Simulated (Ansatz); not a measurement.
`C[Se]B1CO1` and `ClB1CO1` differ in one atom or group.

Ansatz, PBE0-D4/def2-TZVP geometries, multiplicity 1. Each molecule was computed in one conformer, which needn't be the lowest.

Scalar relativity is left out up to krypton.

```tsv
property	`C[Se]B1CO1`
HOMO energy (PBE/def2-TZVPP) / eV	-5.98
LUMO energy (B3LYP/def2-TZVPP) / eV	-0.27
LUMO energy (PBE/def2-TZVPP) / eV	-0.91
LUMO energy (ωB97M-V/def2-TZVPP) / eV	1.71
LUMO energy (PBE0/def2-TZVPP) / eV	0.00
size of the dipole moment (B3LYP/def2-TZVPP) / D	2.80
```

Q: Give the same properties after the change, and the shifts. (An estimate is asked.)

A: Ansatz gave: 
| property | `ClB1CO1` | shift |
| --- | --- | --- |
| HOMO energy (PBE/def2-TZVPP) / eV | -7.00 | -1.02 |
| LUMO energy (B3LYP/def2-TZVPP) / eV | -0.43 | -0.16 |
| LUMO energy (PBE/def2-TZVPP) / eV | -1.23 | -0.32 |
| LUMO energy (ωB97M-V/def2-TZVPP) / eV | 1.91 | 0.20 |
| LUMO energy (PBE0/def2-TZVPP) / eV | -0.20 | -0.20 |
| size of the dipole moment (B3LYP/def2-TZVPP) / D | 1.45 | -1.35 |

With PBE0 the HOMO falls by 1.27 eV and the LUMO falls by 0.20 eV, so the gap widens by about 1.07 eV. PBE moves the HOMO by -1.02 eV and ωB97M-V by -1.40 eV. Dipoles are sizes alone; their direction can turn.

B3LYP here is the variant with VWN-RPA as its local correlation; programs differ in this.

Spin–orbit coupling is left out; it splits and shifts lone-pair levels of the heavy atoms by tenths of an eV.
